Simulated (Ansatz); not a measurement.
C$_{10}$H$_{5}$NO$_{5}$W, SMILES `[O+]#[C][W-6]([C]#[O+])([C]#[O+])([C]#[O+])([C]#[O+])[n+]1ccccc1`. The species carries charge 0 and has multiplicity 1. Correlated methods include outer-core shells of W, which these sets cover unevenly. W: def2 effective core potential.

Cartesian coordinates in Å:
```
O 1.547 4.109 -1.976
C 1.178 3.129 -1.505
W 0.539 1.432 -0.689
C -1.289 2.312 -0.409
O -2.291 2.842 -0.269
C -0.053 0.817 -2.550
O -0.366 0.512 -3.606
C 1.163 2.130 1.133
O 1.523 2.559 2.129
C 2.399 0.635 -1.008
O 3.448 0.228 -1.208
N -0.195 -0.519 0.250
C 0.068 -1.704 -0.315
C -0.357 -2.905 0.219
C -1.091 -2.896 1.393
C -1.368 -1.675 1.984
C -0.906 -0.520 1.385
H 0.643 -1.678 -1.231
H -0.110 -3.829 -0.288
H -1.439 -3.821 1.837
H -1.937 -1.607 2.902
H -1.106 0.450 1.822
```

Question: Give the diagnostics of a CCSD(T)/def2-TZVPP run (frozen core, Ansatz 0.2.0). (Best estimate.)

Answer: Computed: T1 = 0.0180, largest single amplitude 0.039, largest double 0.068, (T) share of the correlation energy 5.6 %, 12 CCSD cycles. The RHF solution is unstable towards an unrestricted one. T1 lies under the customary mark of 0.02 for closed shells.
